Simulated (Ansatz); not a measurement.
`O[SiH](F)[SiH2]F`. Total charge 0; spin multiplicity 1.

```xyz
9

O    -1.543   -0.107   -1.110
Si   -0.832    0.206    0.330
F    -1.045    1.738    0.741
Si    1.451   -0.210   -0.035
F     2.257    0.043    1.331
H    -2.499   -0.154   -1.166
H    -1.464   -0.584    1.420
H     2.006    0.692   -1.076
H     1.669   -1.624   -0.436
```

Give the diagnostics of a CCSD(T)/def2-TZVPP run (frozen core, the Gaussian-basis code of Ansatz). (Estimate.)

The calculation gave: T1 = 0.0122, largest single amplitude 0.017, largest double 0.023, (T) share of the correlation energy 3.0 %, 9 CCSD cycles. The RHF solution is stable towards an unrestricted one. T1 lies under the customary mark of 0.02 for closed shells.
